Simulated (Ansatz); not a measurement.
Ansatz (a program for electronic structure) input (BHLYP/def2-TZVPD):

Ansatz 0.2 input:
```yaml
crystal:
  periodic: [false, false, false]
  atoms:
    - {symbol: Mo, position_ang: [-0.00000000, -0.00000000, -0.04000182]}
    - {symbol: H, position_ang: [0.00000000, 0.00000000, 1.68007633]}
basis:
  gaussian:
    orbitals: def2-TZVPD
hamiltonian:
  xc: {name: BHLYP}
total_charge: 1
magnetization: {spin_polarized: true, initial_magnetization: 4}
```

End of the output:

```
integrals: 0.01 GiB planned
480 factors; their error is unknown
mean field: 0.13 GiB planned
mean field evaluation 1: about -1856.6854 eV, gradient 2.4e1 eV
mean field evaluation 2: about -1857.8751 eV, gradient 1.6e1 eV
mean field evaluation 4: about -1858.9178 eV, gradient 9.6e-1 eV
mean field evaluation 8: about -1859.1242 eV, gradient 4.1e-1 eV
mean field evaluation 16: about -1859.1247 eV, gradient 1.4e-4 eV
mean field evaluation 32: about -1859.1247 eV, gradient 4.3e-5 eV
mean field -1859.12472423 eV, -68.3215734555 hartree, gradient 4.3e-5 eV, S^2 6.050196; 2 other end points of the search recorded, 0 dependent functions left out
reference -1859.12484113 eV, -68.3215777516 hartree; 9, 5 occupied and 40, 44 virtual orbitals, 480 factors
Total energy: -1859.12484113 eV, -68.3215777516 hartree
```

This state (charge 1, quintet) is run at the relaxed geometry of the species with charge 0 and multiplicity 6.
